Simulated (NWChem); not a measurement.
System: C$_{2}$H$_{4}$OSi; SMILES C(#C)[SiH2]O

NWChem printed, in part:

```
             Northwest Computational Chemistry Package (NWChem) 7.3.0
             --------------------------------------------------------

 C1  symmetry detected

                             Geometry "geometry" -> ""
                             -------------------------

 Output coordinates in angstroms (scale by  1.889725989 to convert to a.u.)

  No.       Tag          Charge          X              Y              Z
 ---- ---------------- ---------- -------------- -------------- --------------
    1 Si                  14.0000    -0.53174371     0.60463474     0.00156127
    2 O                    8.0000     0.76754471     1.58280042    -0.05479911
    3 C                    6.0000    -0.01922689    -1.17935607    -0.00830821
    4 C                    6.0000     0.31058131    -2.33511990    -0.01578458
    5 H                    1.0000    -1.22738817     0.96024665    -1.22633720
    6 H                    1.0000    -1.29457667     0.82167227     1.23526914
    7 H                    1.0000     1.47921287     1.52519219     0.57578735
    8 H                    1.0000     0.59867971    -3.34754503    -0.02362735

 Effective nuclear repulsion energy (a.u.)     141.0635827985

                                Z-matrix (autoz)
                                --------

 Units are Angstrom for bonds and degrees for angles

[...]

      ----------------------
      Optimization converged
      ----------------------

  Step       Energy      Delta E   Gmax     Grms     Xrms     Xmax
  ---- ---------------- -------- -------- -------- -------- --------
@    7    -442.76368188 -2.2D-07  0.00006  0.00002  0.00051  0.00130
                                     ok       ok       ok       ok

                                Z-matrix (autoz)
                                --------

 Units are Angstrom for bonds and degrees for angles

[...]

 Rotational Constants
 --------------------
 A=   0.578130 cm-1  (  0.831782 K)
 B=   0.109729 cm-1  (  0.157873 K)
 C=   0.095928 cm-1  (  0.138016 K)

 Temperature                      =   298.15K
 frequency scaling parameter      =   1.0000

 Zero-Point correction to Energy  =   30.583 kcal/mol  (  0.048736 au)
 Thermal correction to Energy     =   34.213 kcal/mol  (  0.054522 au)
 Thermal correction to Enthalpy   =   34.805 kcal/mol  (  0.055466 au)

 Total Entropy                    =   74.113 cal/mol-K
   - Translational                =   38.722 cal/mol-K (mol. weight =  72.0031)
   - Rotational                   =   25.075 cal/mol-K (symmetry #  =        1)
   - Vibrational                  =   10.316 cal/mol-K

 Cv (constant volume heat capacity) =   19.652 cal/mol-K
   - Translational                  =    2.979 cal/mol-K
   - Rotational                     =    2.979 cal/mol-K
   - Vibrational                    =   13.693 cal/mol-K

[normal modes left out]

 ----------------------------------------------------------------------------
 Normal Eigenvalue ||           Projected Infra Red Intensities
  Mode   [cm**-1]  || [atomic units] [(debye/angs)**2] [(KM/mol)] [arbitrary]
 ------ ---------- || -------------- ----------------- ---------- -----------
    1       -0.000 ||    0.000166           0.004         0.162       0.030
    2        0.000 ||    0.001126           0.026         1.098       0.200
    3        0.000 ||    0.001005           0.023         0.980       0.179
    4        0.000 ||    0.000255           0.006         0.249       0.045
    5        0.000 ||    0.000010           0.000         0.009       0.002
    6        0.000 ||    0.001095           0.025         1.067       0.195
    7      131.385 ||    0.010325           0.238        10.065       1.837
    8      202.534 ||    0.030350           0.700        29.587       5.400
    9      238.805 ||    0.067968           1.568        66.259      12.092
   10      365.495 ||    0.059314           1.368        57.823      10.553
   11      608.292 ||    0.050744           1.171        49.468       9.028
   12      618.855 ||    0.077133           1.780        75.193      13.723
   13      690.162 ||    0.033691           0.777        32.844       5.994
   14      710.844 ||    0.034002           0.784        33.147       6.049
   15      713.571 ||    0.014328           0.331        13.968       2.549
   16      808.443 ||    0.110278           2.544       107.505      19.620
   17      887.108 ||    0.075379           1.739        73.483      13.411
   18      892.077 ||    0.286162           6.602       278.965      50.912
   19      927.447 ||    0.115474           2.664       112.570      20.544
   20     2082.501 ||    0.038217           0.882        37.255       6.799
   21     2156.373 ||    0.125385           2.893       122.232      22.308
   22     2215.559 ||    0.090543           2.089        88.266      16.109
   23     3389.436 ||    0.047438           1.094        46.245       8.440
   24     3764.138 ||    0.078590           1.813        76.613      13.982
 ----------------------------------------------------------------------------
```

Level: PBE-D3(BJ)/def2-SVP. 

Q: Write an input that gives this output.

A: Several could match; the one computed here: the input that was run:
```
start job
memory heap 200 mb stack 900 mb global 1100 mb
geometry units angstroms
  Si    -0.756334    -0.163865     0.233517
  O     -1.159312     1.180428    -0.590267
  C      1.068336    -0.486327     0.124010
  C      2.249452    -0.697485     0.053323
  H     -1.515681    -1.185743    -0.471659
  H     -1.078476    -0.019204     1.657017
  H     -0.747645     2.023709    -0.426447
  H      3.283599    -0.883736    -0.009266
end
basis spherical
  * library def2-svp
end
dft
  xc xpbe96 cpbe96
  disp vdw 4
  iterations 150
end
driver
  maxiter 120
end
task dft optimize
task dft freq
```
